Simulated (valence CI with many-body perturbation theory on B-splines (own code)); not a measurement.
**Tb XLIII: E2, M1 decay**

Method: relativistic CI+MBPT: five valence electrons over a frozen Dirac-Fock core [Ar], a basis of 7 s, 7 p, 8 d, 6 f, 4 g, 1 h functions for each j, with the one-electron correlation potential Σ1, the two-electron term Σ2, the three-electron term Σ3, Breit, model QED; selected CI, second order for the rest, scaled by the run's own slope (own B-spline code, finite nucleus).

No measured spectrum was set against this ion. As an estimate, large intervals hold to a few tenths of a per cent, small ones and those within an open d or f shell to about a per cent. Among the levels kept, up to 250 cm⁻¹ of a level comes from second order outside the variational space, and about a tenth of that is noise between levels of different J, which matters for small intervals. Only levels of the ground parity were solved; by the run's estimate the other parity begins above the list, which can be wrong where configurations are misplaced.

Lines 51 to 100 of 120 in falling wavelength, among levels below 1354300 cm⁻¹, chosen from the decays that carry over 1 % of a level's rate. Wavelengths and rates use the calculated energies. Electric multipoles are in the length gauge, E1 and E2 with the static RPA response of the core. Weak lines are less certain than strong ones. Lines between different terms over intervals too small for the method are left out, as are lines whose strength nearly cancels.

Levels are named by their leading jj configuration (3d3/2^4 stands for four electrons in 3d with j = 3/2), which in mixed levels can hold well under half, so a name can repeat and another be missing. Letters in brackets count levels of one name in rising energy.

```tsv
λ vac (nm)	Upper	Lower	Type	A (s⁻¹)	Branch %
33.99	(3d3/2 3d5/2^4) J=7/2 [a]	(3d3/2^2 3d5/2^3) J=5/2 [b]	M1	1.93e+05	15.9
33.72	(3d3/2^2 3d5/2^3) J=3/2 [c]	(3d3/2^2 3d5/2^3) J=1/2 [a]	M1	6.77e+03	2.4
33.72	(3d3/2 3d5/2^4) J=5/2 [a]	(3d3/2^2 3d5/2^3) J=7/2 [a]	M1	3.23e+05	18.9
33.30	(3d3/2^2 3d5/2^3) J=5/2 [d]	(3d3/2^2 3d5/2^3) J=3/2 [a]	M1	1.85e+04	2.8
32.98	(3d3/2^2 3d5/2^3) J=5/2 [c]	(3d3/2^3 3d5/2^2) J=7/2 [b]	M1	2.22e+05	29.4
32.97	(3d3/2^2 3d5/2^3) J=13/2	(3d3/2^3 3d5/2^2) J=11/2	M1	7.33e+04	99.6
32.93	(3d3/2^2 3d5/2^3) J=5/2 [a]	(3d3/2^3 3d5/2^2) J=5/2 [a]	M1	9.47e+05	90.2
32.60	(3d3/2^2 3d5/2^3) J=1/2 [a]	(3d3/2^3 3d5/2^2) J=3/2 [a]	M1	4.11e+05	61.2
32.54	(3d3/2^3 3d5/2^2) J=7/2 [a]	(3d3/2^4 3d5/2) J=5/2	M1	2.15e+05	97.2
31.61	(3d3/2^2 3d5/2^3) J=3/2 [a]	(3d3/2^3 3d5/2^2) J=3/2 [a]	M1	4.98e+05	45.9
31.54	(3d3/2^3 3d5/2^2) J=3/2 [a]	(3d3/2^4 3d5/2) J=5/2	M1	5.90e+05	100.0
31.33	(3d3/2 3d5/2^4) J=3/2 [a]	(3d3/2^2 3d5/2^3) J=5/2 [b]	M1	2.01e+05	13.1
30.54	(3d3/2^2 3d5/2^3) J=7/2 [b]	(3d3/2^3 3d5/2^2) J=5/2 [b]	M1	1.02e+04	4.9
30.50	(3d3/2^2 3d5/2^3) J=5/2 [b]	(3d3/2^3 3d5/2^2) J=3/2 [a]	M1	7.92e+04	13.8
30.27	(3d3/2^2 3d5/2^3) J=9/2 [b]	(3d3/2^3 3d5/2^2) J=9/2	M1	4.17e+05	56.0
30.26	(3d3/2 3d5/2^4) J=11/2	(3d3/2^2 3d5/2^3) J=13/2	M1	1.42e+05	14.4
30.24	(3d3/2 3d5/2^4) J=3/2 [a]	(3d3/2^2 3d5/2^3) J=3/2 [a]	M1	6.08e+05	39.6
29.72	(3d3/2^2 3d5/2^3) J=3/2 [b]	(3d3/2^3 3d5/2^2) J=1/2	M1	5.33e+04	18.1
29.63	(3d3/2^2 3d5/2^3) J=5/2 [b]	(3d3/2^3 3d5/2^2) J=7/2 [a]	M1	1.80e+05	31.3
29.50	(3d3/2 3d5/2^4) J=7/2 [a]	(3d3/2^2 3d5/2^3) J=9/2 [a]	M1	4.30e+05	35.6
29.47	(3d3/2^2 3d5/2^3) J=5/2 [c]	(3d3/2^3 3d5/2^2) J=5/2 [b]	M1	1.22e+04	1.6
29.39	(3d3/2 3d5/2^4) J=3/2 [a]	(3d3/2^2 3d5/2^3) J=1/2 [a]	M1	4.69e+05	30.5
28.81	(3d3/2^2 3d5/2^3) J=7/2 [b]	(3d3/2^3 3d5/2^2) J=9/2	M1	1.16e+05	55.8
28.79	(3d3/2^2 3d5/2^3) J=7/2 [c]	(3d3/2^3 3d5/2^2) J=7/2 [b]	M1	1.65e+05	38.1
28.65	(3d3/2 3d5/2^4) J=5/2 [a]	(3d3/2^2 3d5/2^3) J=5/2 [a]	M1	1.16e+06	67.7
28.50	(3d3/2^3 3d5/2^2) J=9/2	(3d3/2^4 3d5/2) J=5/2	E2	1.86e+01	1.4
28.43	(3d3/2^2 3d5/2^3) J=3/2 [b]	(3d3/2^3 3d5/2^2) J=5/2 [b]	M1	1.09e+05	37.2
28.41	(3d3/2 3d5/2^4) J=11/2	(3d3/2^2 3d5/2^3) J=9/2 [a]	M1	1.70e+05	17.2
28.27	(3d3/2^2 3d5/2^3) J=5/2 [d]	(3d3/2^2 3d5/2^3) J=7/2 [a]	M1	7.58e+03	1.2
28.08	(3d3/2^2 3d5/2^3) J=7/2 [a]	(3d3/2^3 3d5/2^2) J=5/2 [a]	M1	1.25e+05	23.1
27.85	(3d3/2 3d5/2^4) J=7/2 [a]	(3d3/2^2 3d5/2^3) J=7/2 [a]	M1	3.59e+05	29.6
27.55	(3d3/2^2 3d5/2^3) J=9/2 [b]	(3d3/2^3 3d5/2^2) J=11/2	M1	1.50e+05	20.1
27.31	(3d3/2 3d5/2^4) J=11/2	(3d3/2^2 3d5/2^3) J=11/2	M1	5.89e+05	59.6
27.05	(3d3/2^2 3d5/2^3) J=1/2 [b]	(3d3/2^3 3d5/2^2) J=1/2	M1	2.19e+05	33.6
26.98	(3d3/2^3 3d5/2^2) J=5/2 [b]	(3d3/2^4 3d5/2) J=5/2	M1	5.30e+03	12.0
26.74	(3d3/2^2 3d5/2^3) J=9/2 [b]	(3d3/2^3 3d5/2^2) J=7/2 [a]	M1	1.14e+05	15.4
26.08	(3d3/2^2 3d5/2^3) J=7/2 [c]	(3d3/2^3 3d5/2^2) J=5/2 [b]	M1	8.28e+04	19.2
25.60	(3d3/2^2 3d5/2^3) J=7/2 [b]	(3d3/2^3 3d5/2^2) J=7/2 [a]	M1	9.74e+03	4.7
25.46	(3d3/2^2 3d5/2^3) J=3/2 [c]	(3d3/2^2 3d5/2^3) J=5/2 [a]	M1	6.37e+03	2.3
25.45	(3d3/2^2 3d5/2^3) J=5/2 [c]	(3d3/2^3 3d5/2^2) J=3/2 [a]	M1	1.26e+05	16.7
24.84	(3d3/2^2 3d5/2^3) J=5/2 [c]	(3d3/2^3 3d5/2^2) J=7/2 [a]	M1	2.75e+05	36.4
24.81	(3d3/2^2 3d5/2^3) J=7/2 [c]	(3d3/2^3 3d5/2^2) J=9/2	M1	1.70e+05	39.4
24.69	(3d3/2^2 3d5/2^3) J=9/2 [c]	(3d3/2^3 3d5/2^2) J=7/2 [b]	M1	1.79e+05	69.5
24.67	(3d3/2^2 3d5/2^3) J=3/2 [b]	(3d3/2^3 3d5/2^2) J=3/2 [a]	M1	9.52e+04	32.4
24.62	(3d3/2^2 3d5/2^3) J=5/2 [d]	(3d3/2^2 3d5/2^3) J=5/2 [a]	M1	1.50e+05	22.8
24.59	(3d3/2^3 3d5/2^2) J=7/2 [b]	(3d3/2^4 3d5/2) J=5/2	M1	2.11e+04	87.3
24.42	(3d3/2^2 3d5/2^3) J=3/2 [a]	(3d3/2^3 3d5/2^2) J=5/2 [a]	M1	3.50e+05	32.3
24.30	(3d3/2 3d5/2^4) J=7/2 [a]	(3d3/2^2 3d5/2^3) J=5/2 [a]	M1	5.50e+04	4.5
23.82	(3d3/2^2 3d5/2^3) J=3/2 [c]	(3d3/2^3 3d5/2^2) J=3/2 [b]	M1	1.01e+05	36.1
23.09	(3d3/2^2 3d5/2^3) J=5/2 [d]	(3d3/2^3 3d5/2^2) J=3/2 [b]	M1	1.55e+05	23.6
```
